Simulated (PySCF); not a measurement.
# UHF on Ge³⁺ (germanium, charge +3)

Configuration: [Ar] 3d10 4s1, 2S determinant. Computed with PySCF 2.14 in x2c-QZVPPall with one added diffuse shell each of s, p, d, f type (12s9p6d5f1g, 113 functions), with the spin-free X2C one-electron Hamiltonian (Gaussian nucleus).

```
Total energy                        : -2095.100855 hartree
One-electron energy                 : -2883.8923 hartree
Hartree (Coulomb) energy            : 866.6544 hartree
Exchange energy                     : -77.8630 hartree
⟨S²⟩                                : 0.7503
⟨L²⟩                                : 0.000
Sum of ⟨r⟩                          : 15.79 bohr
Sum of ⟨r²⟩                         : 14.67 bohr²
Langevin diamagnetic susceptibility : -11.6 ×10⁻⁶ cm³/mol
```

```json
{"shell": "1s α", "electrons": "1", "mean orbital energy (hartree)": "-412.11349", "rms radius, mean of both spins (bohr)": "0.0542"}
{"shell": "1s β", "electrons": "1", "mean orbital energy (hartree)": "-412.10510", "rms radius, mean of both spins (bohr)": "0.0542"}
{"shell": "2s α", "electrons": "1", "mean orbital energy (hartree)": "-54.68680", "rms radius, mean of both spins (bohr)": "0.227"}
{"shell": "2s β", "electrons": "1", "mean orbital energy (hartree)": "-54.67714", "rms radius, mean of both spins (bohr)": "0.227"}
{"shell": "2p α", "electrons": "3", "mean orbital energy (hartree)": "-47.77717", "rms radius, mean of both spins (bohr)": "0.203"}
{"shell": "2p β", "electrons": "3", "mean orbital energy (hartree)": "-47.77445", "rms radius, mean of both spins (bohr)": "0.203"}
{"shell": "3s α", "electrons": "1", "mean orbital energy (hartree)": "-8.65674", "rms radius, mean of both spins (bohr)": "0.668"}
{"shell": "3s β", "electrons": "1", "mean orbital energy (hartree)": "-8.63235", "rms radius, mean of both spins (bohr)": "0.668"}
{"shell": "3p α", "electrons": "3", "mean orbital energy (hartree)": "-6.45572", "rms radius, mean of both spins (bohr)": "0.700"}
{"shell": "3p β", "electrons": "3", "mean orbital energy (hartree)": "-6.44748", "rms radius, mean of both spins (bohr)": "0.700"}
{"shell": "3d α", "electrons": "5", "mean orbital energy (hartree)": "-2.84603", "rms radius, mean of both spins (bohr)": "0.802"}
{"shell": "3d β", "electrons": "5", "mean orbital energy (hartree)": "-2.83981", "rms radius, mean of both spins (bohr)": "0.802"}
{"shell": "4s α", "electrons": "1", "mean orbital energy (hartree)": "-1.64420", "rms radius, mean of both spins (bohr)": "2.01"}
```

Densities and radii are taken from the X2C orbitals without a picture-change correction, which distorts them close to the nucleus.
